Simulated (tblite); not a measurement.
C6H12FS (charge +1).
Geometry (GFN2-xTB, Å), atoms numbered from 1 in this order:
```xyz
20
C6H12FS angstrom
C      2.211    0.796    0.059
S      0.768    0.297    1.032
C      0.700   -1.495    0.667
C     -0.091   -1.644   -0.623
C     -1.228   -0.635   -0.532
C     -0.607    0.703   -0.143
C     -1.595    1.676    0.502
F     -2.511    2.023   -0.444
H      3.100    0.478    0.596
H      2.186    0.348   -0.930
H      2.215    1.880   -0.014
H      0.181   -1.951    1.510
H      1.713   -1.888    0.620
H      0.535   -1.441   -1.492
H     -0.470   -2.661   -0.716
H     -1.761   -0.534   -1.477
H     -1.949   -0.948    0.226
H     -0.152    1.189   -1.010
H     -1.107    2.598    0.833
H     -2.141    1.219    1.334
```

Level: GFN2-xTB in tblite, geometry and Hessian alike; calculated harmonic values, unscaled, isolated species. Against measured fundamentals such values can be off by several per cent, at times by over 20. One conformer, not necessarily the lowest.

Harmonic wavenumbers (cm⁻¹): 50.7, 79.8, 160.0, 179.7, 210.4, 226.9, 288.4, 333.5, 425.6, 446.3, 523.7, 662.2, 708.2, 723.7, 830.8, 860.8, 916.5, 924.2, 935.0, 965.6, 986.0, 1036.8, 1061.8, 1067.1, 1089.4, 1118.0, 1146.4, 1169.1, 1190.3, 1211.2, 1228.9, 1256.7, 1298.3, 1309.2, 1316.8, 1326.7, 1402.8, 1420.5, 1425.3, 1442.7, 1464.8, 1477.6, 2947.0, 2952.6, 2965.9, 2994.6, 3004.8, 3016.8, 3023.6, 3031.8, 3035.2, 3045.3, 3051.6, 3059.9.

A = 2526, B = 1247, C = 976.5 MHz; mass 135.064 u (most abundant isotopes); point group C1, symmetry number 1.

Problem. Zero-point energy?

Solution. ½Σν̃ = 37014 cm⁻¹ = 442.78 kJ/mol.

Problem. Give the ideal-gas entropy at 400 K and 1 bar in the rigid-rotor, harmonic-oscillator model (classical rotation).

Solution. Translation 176.15, rotation 125.15, vibration 146.70: S = 448.0 J/(mol K).

Problem. And Cp and H(400 K) − H(0)?

Solution. Cp = 197.91 J/(mol K), of which vibrations give 164.65 (their classical limit is 54 R = 449.0); H(400 K) − H(0) = 44.79 kJ/mol without the zero-point energy, 31.49 from vibrations.

Problem. How do the functions run with temperature in this model?

Solution. 
```csv
T (K),S (J/(mol K)),Cp (J/(mol K)),H − H(0) (kJ/mol),G − H(0) (kJ/mol),ln q(vib)
50,242.1,50.2,2.00,-10.11,0.39
100,283.8,72.3,5.07,-23.31,1.34
298.15,396.9,151.9,26.95,-91.37,5.80
373.15,434.7,186.1,39.63,-122.56,7.54
500,496.5,237.5,66.62,-181.65,10.56
750,607.5,309.1,135.65,-319.99,16.56
1000,703.2,355.5,219.10,-484.13,22.32
```

q(vib) and H(0) count from the zero-point level.

Problem. Blend soft modes into free rotors: weight 1/[1 + (100 cm⁻¹/ν̃)⁴] for the oscillator and the rest for a rotor with moment μB/(μ + B), μ = h/(8π²ν), B = 10⁻⁴⁴ kg m². What vibrational entropy results?

Solution. 136.95 J/(mol K) in place of 146.70, which changes −T·S at 400 K by +3.90 kJ/mol.

Hindered rotation and anharmonicity are outside this model. Other conformers, if any are populated, would add a mixing term that is left out. The structure is chiral; the term R ln 2 for an equal mix with its mirror image is left out.
